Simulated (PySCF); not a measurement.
PBE on In- (indium, charge -1), [Kr] 4d10 5s2 5p2, high-spin 3P determinant. Computed with PySCF 2.14 in x2c-TZVPPall with one added diffuse shell each of s, p, d, f type (9s7p5d3f, 76 functions), with scalar relativity by spin-free X2C-1e.

```
cycle= 1 E= -5880.51060397956  delta_E= -0.0166  |g|= 0.0579  |ddm|= 0.417
cycle= 2 E= -5880.51074793095  delta_E= -0.000144  |g|= 0.0435  |ddm|= 0.171
cycle= 3 E= -5880.51136188407  delta_E= -0.000614  |g|= 0.00341  |ddm|= 0.0854
cycle= 4 E= -5880.51136860974  delta_E= -6.73e-06  |g|= 0.00138  |ddm|= 0.0164
cycle= 5 E= -5880.51137101754  delta_E= -2.41e-06  |g|= 9.31e-05  |ddm|= 0.00561
cycle= 6 E= -5880.51137102525  delta_E= -7.71e-09  |g|= 5.82e-06  |ddm|= 0.000314
cycle= 7 E= -5880.51137102534  delta_E= -9.09e-11  |g|= 3.58e-07  |ddm|= 3.85e-05
converged SCF energy = -5880.51137102534  <S^2> = 2.0015385  2S+1 = 3.0010255
```

Highest occupied orbital energy: 1.292 eV; ⟨L²⟩ = 2.01; populations by l: s 10.00, p 20.00, d 20.00, f 0.00.

Q: Can this result be used?

A: With care. The run converged. At PBE the highest occupied level has a positive energy, so only the finite basis holds that electron; in a semilocal or global hybrid functional this comes from self-interaction and does not mean that the real anion is unbound.
